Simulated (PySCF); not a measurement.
SMILES C[SiH2]C(=O)O, GFN2-xTB optimised geometry. Atoms within 1.6 Å of the plane z = 0.0 Å (x, y, z in Å): C1 (1.30, -1.17, 0.00), Si2 (-0.60, -1.17, 0.00), C3 (-1.16, 0.66, 0.00), O4 (-1.70, 1.26, -0.90), O5 (-0.86, 1.26, 1.17), H6 (1.69, -2.19, 0.03), H7 (1.70, -0.69, -0.89), H8 (1.69, -0.65, 0.87), H9 (-1.15, -1.81, -1.20), H10 (-1.13, -1.77, 1.23), H11 (-1.14, 2.19, 1.16).

Calculation: PySCF 2.14.0 with CAM-B3LYP/def2-TZVP. Cells within 0.4 Å of a nucleus heavier than hydrogen are left out (blank, or x).

Map of the electron localisation function on the plane z = 0.0 Å:

```
|000000000000000000000000000|
|000000000000000000000000000|
|000000000000000000000000000|
|000000000000000000000000000|
|000000000000000000000000000|
|000000000000000000000000000|
|000001110000000000000000000|
|000002332000000000000000000|
|000012343110000000000000000|
|000012454433210000000000000|
|0000124663x4310000000000000|
|000002466xx2420000000000000|
|000001255xx8730001110000000|
|000000147999831123321000000|
|000000037997435545542100000|
|000000013402128844653100000|
|00000000104xx098xx353100000|
|00000001213xx098xx453100000|
|000000012300028779986200000|
|000000012331135589999610000|
|000000001222112389999820000|
|000000000111000289999710000|
|000000000000000069999400000|
|000000000000000026874000000|
|000000000000000000100000000|
|000000000000000000000000000|
|000000000000000000000000000|
```
Scale: ten equal steps from 0.000 (start of '0') to 0.999 (end of '9'), in the order '0123456789'; x runs from -4.50 to 4.50, y from -4.50 (bottom) to 4.50 (top).
